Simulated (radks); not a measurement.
Values are calculated unless marked as measured or tabulated.
Problem. Radial electron density D(r) = 4 pi r^2 rho(r) of an atom or ion with 5.75 electrons. Level of theory: scalar-relativistic Kohn-Sham, r2SCAN, spin-polarised, spherical densities, finite nucleus; meta-GGA in the generalised Kohn-Sham scheme; Fermi nuclear charge, rms radius of each element as measured or else 0.836 A^(1/3) + 0.57 fm (a radial shooting solver on a logarithmic mesh with Libxc functionals).

```
   r/bohr * D(r) (the largest magnitude, 9.8, reaches the edge; | marks zero)
  0.01116 |  *
  0.01239 |   *
  0.01363 |    *
  0.01513 |     *
  0.01665 |      *
  0.01848 |       *
  0.02034 |        *
  0.02257 |          *
  0.02484 |            *
  0.02757 |              *
  0.03035 |                *
  0.03367 |                   *
  0.03706 |                      *
  0.04113 |                         *
  0.04527 |                             *
  0.04983 |                                *
  0.05529 |                                    *
  0.06086 |                                       *
  0.06753 |                                           *
  0.07434 |                                              *
  0.08249 |                                                 *
   0.0908 |                                                    *
   0.1007 |                                                     *
   0.1109 |                                                      *
   0.1231 |                                                      *
   0.1355 |                                                    *
   0.1503 |                                                  *
   0.1654 |                                              *
   0.1836 |                                          *
   0.2021 |                                     *
   0.2242 |                                *
   0.2468 |                           *
   0.2739 |                       *
   0.3015 |                    *
   0.3345 |                  *
   0.3682 |                 *
   0.4053 |                 *
   0.4497 |                   *
    0.495 |                     *
   0.5493 |                      *
   0.6046 |                        *
   0.6709 |                        *
   0.7385 |                        *
   0.8195 |                      *
    0.902 |                    *
    1.001 |                *
    1.102 |             *
    1.222 |         *
    1.346 |      *
    1.493 |   *
    1.644 |  *
    1.824 |*
    2.007 |*
    2.228 *
    2.452 *
    2.721 *
    2.995 *
```

What is the nuclear charge?

Solution. Z = 9. The innermost maximum, from 1s, lies near gamma/Z bohr with gamma = sqrt(1 - (Z/c)^2) = 0.998, here 0.111 bohr (found: 0.114), and its height grows with Z. The density is that of the fluorine ion F3.25+ in [He] 2s2 2p(up 1.25, down 0.5); the configuration itself is not fixed sharply by these data. D(r) has 2 maxima, at r = 0.114, 0.676 bohr, and minima at 0.374 bohr, inside which lie 2.17 electrons.
